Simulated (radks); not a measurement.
The oxygen anion O2-, [Ne], held by a Watson sphere: a shell of charge +2 at radius R that stands for the Madelung well of a crystal (potential energy -2/R inside, -2/r outside, in hartree with lengths in bohr). Calculated with a radial shooting solver on a logarithmic mesh with Libxc functionals: non-relativistic Kohn-Sham, LDA (Slater exchange, VWN5 correlation), spin-unpolarised, spherical densities, point nucleus. Response by self-consistent Sternheimer equations with the Hartree and adiabatic LDA kernel. The sphere does not respond.

R (bohr),e(1s) (eV),e(2s) (eV),e(2p) (eV),<r> 2p (bohr),sum of <r^2> (bohr^2),X-ray form factor at sin(theta)/lambda = 0.3 1/angstrom,alpha (bohr^3)
1.8,-504.19,-22.824,-8.633,1.442,20.32,4.217,11.97
1.89,-504.21,-22.382,-8.289,1.464,20.96,4.183,13.10
2.17,-504.15,-21.154,-7.295,1.530,22.92,4.109,17.28
2.28,-504.08,-20.729,-6.937,1.555,23.69,4.090,19.24
2.31,-504.06,-20.619,-6.842,1.561,23.90,4.085,19.81
2.97,-503.42,-18.681,-5.089,1.695,28.56,4.042,36.86
